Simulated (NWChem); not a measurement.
Species: C$_{2}$H$_{3}$BFNO; SMILES FB1C=NCO1

```xyz
9

F      0.0874    -2.0995     0.0000
B      0.0634    -0.7817     0.0000
C      1.2183     0.2833     0.0000
N      0.6833     1.4504     0.0000
C     -0.7404     1.2971     0.0000
O     -1.0912    -0.0739     0.0000
H      2.3110     0.1890     0.0000
H     -1.1683     1.7857     0.8920
H     -1.1683     1.7857    -0.8920
```
Atoms are numbered in this order, from 1.

Program: NWChem. Medium grid unless said otherwise, to which SCAN and Minnesota functionals are sensitive. The geometry was optimised at PBE0/def2-SVP. B3LYP is NWChem's, with the RPA form of VWN correlation. Total energies of different functionals are on different scales.

```tsv
level	energy (Ha)	highest occupied level (eV)	orbital gap (eV)	dipole (D)
PBE/def2-SVP	-332.1543	…	…	0.84
B3LYP/def2-SVP	-332.5283	-7.67	6.01	0.84
Hartree-Fock/def2-SVP	-330.7564	-12.12	14.50	0.87
CAM-B3LYP/def2-SVP	-332.3978	-9.41	9.17	0.82
PW6B95/def2-SVP	-332.9173	-8.10	6.70	0.87
r2SCAN/def2-SVP	-332.3527	-6.71	4.36	0.86
```

### Question
What belongs in the gaps?

### Answer

- PBE/def2-SVP, highest occupied level (eV): -6.28
- PBE/def2-SVP, orbital gap (eV): 3.86
